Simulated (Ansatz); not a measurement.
Geometry optimisation, RKS B3LYP-D4/def2-SVP in Ansatz 0.2.0.

Input file:

```yaml
crystal:
  periodic: [false, false, false]
  atoms:
    - { symbol: Zn, position_ang: [0.170527, -0.394592, 0.235601] }
    - { symbol: "N", position_ang: [1.552638, 0.750376, 0.877444] }
    - { symbol: C, position_ang: [-1.287545, -1.476418, -0.449855] }
    - { symbol: H, position_ang: [0.467784, 2.343527, -0.383349] }
    - { symbol: F, position_ang: [-0.251039, 2.42668, -0.945654] }
    - { symbol: H, position_ang: [1.615213, 0.863863, 1.890743] }
    - { symbol: H, position_ang: [2.495148, 0.543947, 0.541846] }
    - { symbol: H, position_ang: [-1.00521, -2.536647, -0.545798] }
    - { symbol: H, position_ang: [-1.595978, -1.105397, -1.440422] }
    - { symbol: H, position_ang: [-2.161539, -1.415339, 0.219344] }
basis:
  gaussian: { orbitals: def2-SVP }
hamiltonian:
  xc: b3lyp
  dispersion: d4
relax:
  f_tol: 0.03
  max_steps: 50
output:
  orbitals: {}
```

Run as:

```bash
$ ansatz run input.yaml --threads 2 --pin off --max-ram 3072MiB --backend cpu --events-out ev --progress --plain --runs-dir out
```

Task: Where does it end, and by what steps?

Result: It converged. After 16 steps the energy has fallen by 1.215 eV; H4 moved furthest, 1.26 Å. Parted: H4–F5. Joined: Zn1–F5, N2–H4.

| step | energy less start (eV) | largest force component (eV/Å) | accepted |
| --- | --- | --- | --- |
| 0 | 0.0000 | 1.084 | yes |
| 1 | -0.1898 | 0.483 | yes |
| 2 | -0.3369 | 0.436 | yes |
| 3 | -0.4014 | 1.004 | yes |
| 4 | -0.4711 | 0.400 | yes |
| 5 | -0.4897 | 0.172 | yes |
| 6 | -0.5180 | 0.346 | yes |
| 7 | -0.6658 | 1.218 | yes |
| 8 | -0.9322 | 0.944 | yes |
| 9 | -0.9724 | 2.769 | yes |
| 10 | -1.1098 | 1.485 | yes |
| 11 | -1.1813 | 0.515 | yes |
| 12 | -1.1841 | 0.493 | yes |
| 13 | -1.2084 | 0.186 | yes |
| 14 | -1.2101 | 0.204 | yes |
| 15 | -1.2146 | 0.050 | yes |
| 16 | -1.2149 | 0.014 | yes |

```xyz
10
Properties=species:S:1:pos:R:3
Zn -0.432 0.391 -0.441
N 1.393 0.852 0.726
C -1.283 -1.369 -0.488
H 1.321 1.815 0.376
F -0.291 2.149 -0.884
H 1.373 0.871 1.747
H 2.296 0.467 0.445
H -0.539 -2.178 -0.403
H -1.842 -1.516 -1.426
H -1.996 -1.483 0.346
```

Whether the end is a true minimum wasn't checked by a vibrational analysis.

Run time: 61 s on 2 threads of Intel(R) Xeon(R) Platinum 8259CL CPU @ 2.50GHz (Skylake/Cascade Lake) (shared host), peak memory 0.25 GiB.
